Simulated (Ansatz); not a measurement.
Consider the formal exchange of groups at a B–O bond: `CNBO` + `OBS` → `CNBB(O)S` + H₂O.

Gas-phase electronic energies from Ansatz, PBE0-D4/def2-TZVP geometries. CCSD(T)/CBS is the MP2 limit (def2-TZVPP, def2-QZVPP) plus CCSD(T) − MP2 in def2-TZVPP, frozen cores. This one scheme is used for every species. Functionals use def2-TZVPP. HSE06 is defined as in plane-wave codes. One conformer a species, not always the lowest.

`CNBO`:

Cartesian coordinates in Å:
```
C 1.047 0.518 -0.916
N 0.416 -0.302 0.085
B -0.894 -0.179 0.549
O -1.337 -1.050 1.513
H 1.371 -0.067 -1.782
H 0.333 1.265 -1.267
H 1.920 1.049 -0.521
H 0.997 -1.029 0.474
H -1.607 0.681 0.101
H -2.246 -0.886 1.765
```

`OBS`:

```xyz
6

O     0.942   -0.722    0.907
B    -0.135   -0.119    0.358
S    -0.064    0.613   -1.300
H     1.732   -0.732    0.358
H    -1.141   -0.079    0.996
H    -1.334    1.039   -1.319
```

`CNBB(O)S`:

Cartesian coordinates in Å:
```
C -0.101 -1.180 2.052
N 0.088 -0.236 0.975
B -0.179 -0.425 -0.370
B 0.097 0.827 -1.493
O -0.612 0.990 -2.646
S 1.408 2.035 -1.142
H 0.842 -1.397 2.562
H -0.495 -2.110 1.643
H -0.809 -0.801 2.796
H 0.458 0.654 1.278
H -0.632 -1.498 -0.687
H -1.271 0.302 -2.764
H 1.207 2.837 -2.203
```

H₂O:

Z-matrix (Å, degrees):
```
O
H 1 0.960
H 1 0.960 2 105.1
```

```csv
level,ΔE (kJ/mol),difference from CCSD(T)/CBS
LDA (SPW92),125.7,2.0
PBE-D4,118.9,-4.8
B97M-V,132.0,8.3
HSE06-D4,124.3,0.6
BHLYP-D4,138.8,15.1
PBE-QIDH,131.4,7.7
PBE,124.1,0.4
revPBE,124.5,0.8
r2SCAN0,135.9,12.2
HSE06,128.8,5.1
BHLYP,145.9,22.2
CCSD/def2-SVP,147.5,23.8
CCSD(T)/def2-TZVPP,126.9,3.2
HF/def2-QZVPP,157.6,33.9
MP2/def2-QZVPP,128.2,4.5
CCSD/CBS(def2),127.8,4.1
CCSD(T)/CBS,123.7,0
```

Largest T1 diagnostic among the species: 0.014.

Leaving LDA and LC-ωPBE aside and taking each functional with its dispersion term where it has one, the values, not all of them listed here, spread over 23.4 kJ/mol, from revPBE-D4 to BHLYP-D4. From BLYP to BHLYP (50 % exact exchange), in def2-TZVPP and without D4, ΔE moves by +9.6 kJ/mol. The D4 term adds −8.1 kJ/mol with B3LYP and −4.7 kJ/mol with PBE0; it sums over pairs of atoms, weighted by their polarisabilities, and B3LYP, whose exchange is more repulsive, gets the larger term.

B3LYP here is the variant with VWN-RPA as its local correlation; programs differ in this.
